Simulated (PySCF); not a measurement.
## Electron correlation in Nd⁺ (neodymium, charge +1)

[Xe] 4f4 6p1, one real determinant (an excited configuration). All numbers are calculated (PySCF 2.14, scalar relativity by spin-free X2C-1e, in ANO-RCC-VTZP). Frozen: [Ar] 3d10; 31 electrons correlated.

MP2 pair energies summed by pair of shells (mhartree):

```json
{"pair": "4d-4d", "energy": "-181.27", "share (%)": "20.0"}
{"pair": "4d-4f", "energy": "-131.74", "share (%)": "14.5"}
{"pair": "5p-5p", "energy": "-125.82", "share (%)": "13.9"}
{"pair": "4f-5p", "energy": "-105.91", "share (%)": "11.7"}
{"pair": "4d-5p", "energy": "-103.27", "share (%)": "11.4"}
{"pair": "4p-4d", "energy": "-47.46", "share (%)": "5.2"}
{"pair": "4f-4f", "energy": "-37.02", "share (%)": "4.1"}
{"pair": "5s-5p", "energy": "-36.67", "share (%)": "4.0"}
{"pair": "4d-5s", "energy": "-27.43", "share (%)": "3.0"}
{"pair": "4f-5s", "energy": "-22.20", "share (%)": "2.4"}
{"pair": "4p-4f", "energy": "-18.37", "share (%)": "2.0"}
{"pair": "4p-4p", "energy": "-15.10", "share (%)": "1.7"}
{"pair": "5p-6p", "energy": "-10.57", "share (%)": "1.2"}
{"pair": "4p-5p", "energy": "-8.56", "share (%)": "0.9"}
{"pair": "4s-4d", "energy": "-8.43", "share (%)": "0.9"}
{"pair": "5s-5s", "energy": "-6.39", "share (%)": "0.7"}
{"pair": "4s-4p", "energy": "-4.80", "share (%)": "0.5"}
{"pair": "4p-5s", "energy": "-4.52", "share (%)": "0.5"}
{"pair": "4s-4f", "energy": "-3.35", "share (%)": "0.4"}
{"pair": "4f-6p", "energy": "-2.80", "share (%)": "0.3"}
{"pair": "4d-6p", "energy": "-1.51", "share (%)": "0.2"}
{"pair": "4s-4s", "energy": "-1.27", "share (%)": "0.1"}
{"pair": "4s-5p", "energy": "-0.88", "share (%)": "0.1"}
{"pair": "5s-6p", "energy": "-0.55", "share (%)": "0.1"}
{"pair": "4s-5s", "energy": "-0.39", "share (%)": "0.0"}
{"pair": "4p-6p", "energy": "-0.10", "share (%)": "0.0"}
{"pair": "4s-6p", "energy": "-0.01", "share (%)": "0.0"}
```

Total MP2 correlation energy: -906.37 mhartree.

Same-spin part -342.06 and opposite-spin part -564.31 mhartree; SCS-MP2 scales them by 1/3 and 6/5 to -791.19 mhartree.

The basis was made for the ground configuration and has no added diffuse functions, which can raise the energy of the promoted electron.

The reference is one real determinant that mixes LS terms of this configuration.
